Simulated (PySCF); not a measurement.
A species of formula [C7H13]+ has this rotational fingerprint, computed with PBE0-D3(BJ)/def2-SVP geometry optimisation, gas phase in PySCF:

| Item | Value |
| --- | --- |
| Rotational constants | A = 4319, B = 2252, C = 1606 MHz |
| Dipole components (about the centre of mass) | \|μa\| = 3.31 D, \|μb\| = 0.00 D, \|μc\| = 0.33 D |
| Inertial defect | -26.68 u·Å² |
| κ | -0.52 |

Question: Which candidate fits, each taken in the one conformer that was computed?
A. `[CH3:1][C+:2]1[CH2:3][CH2:4][CH2:5][C@H:6]1[CH3:7]` (charge +1) with C1–C2–C3–C4 -173°, C2–C3–C4–C5 -28°, C3–C4–C5–C6 35°, C4–C5–C6–C7 -170°
B. `[CH3:1][C+:2]1[CH2:3][CH2:4][CH2:5][CH2:6][CH2:7]1` (charge +1) with C1–C2–C3–C4 157°, C2–C3–C4–C5 40°, C3–C4–C5–C6 -55°, C4–C5–C6–C7 56°

Answer: B. It is C[C+]1CCCCC1, an asymmetric top, point group Cs. The candidates at the same level (rigid rotor, commonest isotopes):

```
          SMILES  A (MHz)  B (MHz)  C (MHz)  μa (D)  μb (D)  μc (D)  Δ (u·Å²)  point group           rotor
C[C+]1CCC[C@H]1C     3341     2739     1621    1.18    1.90    0.04    -23.97           C1  asymmetric top
    C[C+]1CCCCC1     4319     2252     1606    3.31    0.00    0.33    -26.68           Cs  asymmetric top
```

`C[C+]1CCC[C@H]1C` has A 23 % too low. In the right answer the mirror of this Cs structure is the ac plane, so μb vanishes by symmetry (the 0.01 D computed is a residue). No structure here is proved a minimum.
